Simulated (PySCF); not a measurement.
## Where the electron goes

Compound: C5H9N2S (charge +1).
Structure used (GFN2-xTB), in Å, numbered top down from 1:
```xyz
17
C5H9N2S angstrom
C     -1.3127   -1.4912   -0.1768
N     -0.1856   -0.6079   -0.1069
C      1.1087   -0.9018   -0.2914
C      1.8548    0.2639   -0.1272
S      3.5765    0.5071   -0.2437
C      0.9136    1.2527    0.1642
N     -0.3013    0.6958    0.1687
C     -1.5618    1.3306    0.4204
H     -0.9619   -2.4923   -0.4149
H     -2.0089   -1.1719   -0.9544
H     -1.8401   -1.5249    0.7782
H      1.4379   -1.8948   -0.5247
H      3.8660   -0.7632   -0.5247
H      1.0727    2.2942    0.3597
H     -2.0541    0.8873    1.2878
H     -1.3896    2.3856    0.6204
H     -2.2213    1.2427   -0.4447
```

Method: TDDFT wB97X-D/def2-SVPD, vertical, gas phase, core orbitals frozen in the response (PySCF 2.14.0, density-fitted response routines).

Kohn–Sham orbitals with the atoms that hold most of them (Löwdin shares over 4%, at most four atoms; ? is withheld):

| orbital | ε (eV) | atoms |
| --- | --- | --- |
| HOMO-3 | -16.00 | S5 67%, C4 13%, H13 12%, C3 5% |
| HOMO-2 | -15.53 | C4 30%, S5 25%, N7 9%, N2 9% |
| HOMO-1 | -14.92 | N2 22%, N7 21%, C6 16%, C3 16% |
| HOMO | -12.40 | ? |
| LUMO | ? | ? |
| LUMO+1 | -1.82 | S5 23%, C1 11%, C8 10%, C3 9% |
| LUMO+2 | -1.75 | C4 30%, C6 17%, C3 16%, S5 14% |

Q: Give the leading atoms of the LUMO.

A: C3 (bonded to C, N and H) 20%; C6 (bonded to C, N and H) 19%; N7 (bonded to 2 C and N) 19%; N2 (bonded to 2 C and N) 19%. By element: carbon 39% or more, nitrogen 38%.

Q: Which atoms hold the HOMO, and with what shares?

A: S5 (bonded to C and H) 55%; C4 (bonded to 2 C and S) 14%; C3 (bonded to C, N and H) 7%; C6 (bonded to C, N and H) 7%. By element: sulfur 55%, carbon 28% or more.

Q: What is the LUMO energy, and the HOMO–LUMO gap?

A: ε(LUMO) = -3.80 eV; the gap is 8.60 eV (0.3162 hartree).

Q: How does S1 compare with the orbital gap of 8.60 eV?

A: S1 is at 4.67 eV (f = 0.048), 3.94 eV below the gap, made of HOMO→LUMO (98%). Without the coupling terms of the response equations the lowest excitation would equal the gap.

Q: Give energy, strength and leading configuration of S1, S5 and S7, and follow the Löwdin shares of the leading atoms from the occupied to the empty orbital.

A: 
- S1 (4.67 eV, f 0.048), HOMO→LUMO (98%): S5 55% → at most 19%, C4 14% → at most 19%, C3 7% → 20%, C6 7% → 19%
- S5 (7.11 eV, f 0.480), HOMO-1→LUMO (92%): N2 22% → 19%, N7 21% → 19%, C3 16% → 20%, C6 16% → 19%
- S7 (7.32 eV, f 0.073), HOMO-2→LUMO (93%): C4 30% → at most 19%, S5 25% → at most 19%, C3 at most 9% → 20%, C6 at most 9% → 19%

Löwdin shares depend on the basis, the more so with diffuse functions.

One conformer stands for the species.
